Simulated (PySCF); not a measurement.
These 3 structures share the formula C7H11F. The calculation used PySCF 2.14.0, PBE0-D3(BJ)/def2-SVP geometry optimisation, gas phase. One conformer each; no zero-point energy, no entropy. No frequencies were run at this level. Point groups hold within 0.08 Å.

Question: Rank from lowest to highest electronic energy at this level (kcal/mol).
A. `F[C@]12CCC[C@H](C1)C2`
B. `[CH2:1]=[CH:2][C@H:3]([F:4])/[CH:5]=[CH:6]/[CH2:7][CH3:8]` with C1–C2–C3–F4 4°, C2–C3–C5–C6 -115°, C5–C6–C7–C8 122°
C. `[CH3:1][CH2:2][C:3]#[C:4][CH2:5][CH2:6][CH2:7][F:8]` with C4–C5–C6–C7 64°, C5–C6–C7–F8 61°

Answer: A (0.0), B (28.8), C (37.6).

As drawn, the lowest has a four-membered ring, which the highest lacks; the highest has a C≡C bond, which the lowest lacks.

```csv
SMILES,E (Eh),E rel (kcal/mol),dipole (D),point group,"A, B, C (MHz)"
F[C@]12CCC[C@H](C1)C2,-372.51722,0.0,1.83,C1,"3384, 2078, 1663"
C=C[C@H](F)/C=C/CC,-372.47132,28.8,2.03,C1,"5483, 791.2, 729.6"
CCC#CCCCF,-372.45727,37.6,1.72,C1,"3368, 864.9, 761.1"
```
